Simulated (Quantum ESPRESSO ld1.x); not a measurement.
All-electron atom: O2+ in 2s2 2p4 (not the ground configuration). Calculated with ld1.x of Quantum ESPRESSO 7.5: scalar-relativistic Kohn-Sham, exchange-only LDA, spin-polarised, spherical densities, point nucleus; open shells are filled with parallel spins first.

Normalised radial functions P(r) = r R(r), r in bohr:

| r | 1s up | 1s down | 2p up |
|---|---|---|---|
| 0.006273 | 0.2707 | 0.2716 | 0.0011 |
| 0.008434 | 0.3575 | 0.3587 | 0.0019 |
| 0.01134 | 0.4694 | 0.4710 | 0.0034 |
| 0.01537 | 0.6157 | 0.6177 | 0.0062 |
| 0.02066 | 0.7930 | 0.7956 | 0.0110 |
| 0.02778 | 1.0066 | 1.0099 | 0.0192 |
| 0.03735 | 1.2528 | 1.2569 | 0.0334 |
| 0.05062 | 1.5258 | 1.5306 | 0.0581 |
| 0.06805 | 1.7831 | 1.7882 | 0.0980 |
| 0.0915 | 1.9858 | 1.9908 | 0.1613 |
| 0.123 | 2.0736 | 2.0772 | 0.2575 |
| 0.1667 | 1.9811 | 1.9820 | 0.3989 |
| 0.2241 | 1.6850 | 1.6828 | 0.5785 |
| 0.3014 | 1.2274 | 1.2235 | 0.7823 |
| 0.4052 | 0.7273 | 0.7240 | 0.9670 |
| 0.5491 | 0.3192 | 0.3178 | 1.0692 |
| 0.7383 | 0.0991 | 0.0989 | 1.0260 |
| 0.9926 | 0.0191 | 0.0191 | 0.8353 |
| 1.335 | 0.0019 | 0.0020 | 0.5564 |
| 1.809 | 0.0001 | 0.0001 | 0.2811 |
| 2.432 | 0.0000 | 0.0000 | 0.1029 |
| 3.269 | 0.0000 | 0.0000 | 0.0242 |

1s up (empty): eigenvalue -669.50 eV, 0 radial nodes, <r> = 0.189 bohr, 90 % of the charge inside 0.336 bohr. 1s down (empty): eigenvalue -661.07 eV, 0 radial nodes, <r> = 0.188 bohr, 90 % of the charge inside 0.335 bohr. 2p up: eigenvalue -56.635 eV, 0 radial nodes, <r> = 0.809 bohr, 90 % of the charge inside 1.35 bohr.
